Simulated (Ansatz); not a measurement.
```xyz
2

Ni    0.0000    0.0000    0.0000
C     0.0000    0.0000    1.6310
```

Basis set: pcseg-2 (spherical functions). Charge 0, multiplicity 1.

Computed with Ansatz (development build ahead of 0.2.0); each method stands on the lowest determinant of its kind that the runs found.

The atomization energy at this shape (free ground-state atoms in the same class of orbitals less the molecule, no zero-point energy) of singlet NiC:

```
               method  atomization energy
r²SCAN (unrestricted)        376.5 kJ/mol
                  UHF        -10.5 kJ/mol
```

(1) What does PBE0 (unrestricted) give?

## Answers

(1) 285.0 kJ/mol. Caution: another spin multiplicity may lie lower. Caution for r²SCAN (unrestricted), PBE0 (unrestricted): the unrestricted determinant is spin contaminated. Caution for UHF: the unrestricted determinant is a mixture of spin states.

The shape needn't be a minimum at these levels.
